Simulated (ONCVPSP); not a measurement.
## Before and after: ONCV potential for Al (Z = 13)

ONCVPSP 4.0.1 input, shortened (lines: element, Z, core and valence counts, functional; n l f; lmax; l rc ep ncon nbas qcut; lloc lpopt rc5 dvloc0; l nproj debl; icmod fcfact rcfact), PBE, scalar-relativistic:

```
  Al 13.00    3    2        4      upf
    1    0    2.00
    2    0    2.00
    2    1    6.00
    3    0    2.00
    3    1    1.00
    1
    0    1.95    0.00    4    7    4.10
    1    1.85    0.00    4    7    4.10
    4    5    1.80   -1.00
    0    2    3.20
    1    1    2.10
    3    5.75    1.15
```

All-electron outer shells of the reference configuration (PBE, scalar-relativistic, ld1.x):

```json
{"shell": "2s", "level (eV)": "-108.17", "outermost node (bohr)": "0.16", "outermost maximum (bohr)": "0.50"}
{"shell": "2p", "level (eV)": "-69.64", "outermost node (bohr)": "–", "outermost maximum (bohr)": "0.43"}
{"shell": "3s", "level (eV)": "-7.75", "outermost node (bohr)": "0.80", "outermost maximum (bohr)": "2.09"}
{"shell": "3p", "level (eV)": "-2.71", "outermost node (bohr)": "0.82", "outermost maximum (bohr)": "2.64"}
```

Change: local potential polynomial inside 1.80 bohr (lpopt 5, dvloc0 8 Ha).

Cutoffs: the cutoffs (Ha) at which the residual kinetic energy of the hardest occupied pseudo-wave falls to 1 and 0.1 mHa per electron; they do not see the model core or the augmentation charge, which bear on the density cutoff. Errors are all-electron minus pseudo energies relative to the spin-unpolarised reference configuration.

Task: Predict the effect on cutoff, ghosts and configuration errors.

Result: The potential gets neither clearly harder nor softer (5.9 Ha and 10 Ha → 5.9 Ha and 10 Ha); the errors of the 4 common tests hardly move; the range in which the s phases agree widens (upper end 3.8 → at the end of the scan); the range in which the p phases agree widens (upper end 1.2 → 2.7); neither file shows a bound ghost.

| quantity | base | changed |
| --- | --- | --- |
| cutoff, loose | 5.9 Ha | 5.9 Ha |
| cutoff, tight | 10 Ha | 10 Ha |
| bound ghosts | none | none |
| GHOST(+) flags under 300 eV | s at 147.9 eV | none |
| error for 3s2 3p0, meV [ΔE 5.76 eV] | -1.1 | -1.2 |
| error for 3s1 3p0, meV [ΔE 24.99 eV] | +33 | +33 |
| error for 3s2 3p0.5, meV [ΔE 2.09 eV] | -0.2 | -0.2 |
| error for 3s1 3p1, meV [ΔE 11.57 eV] | +11 | +9.7 |
| s: phases at 1.99 bohr within 0.05 rad from the reference energy up to (Ha; the scan ends near 5) | 3.8 | to the end of the scan |
| p: phases at 1.88 bohr within 0.05 rad from the reference energy up to (Ha; the scan ends near 5) | 1.2 | 2.7 |
| rms error of d²Exc/dni dnj with the model core, mHa | 1.23 | 1.24 |
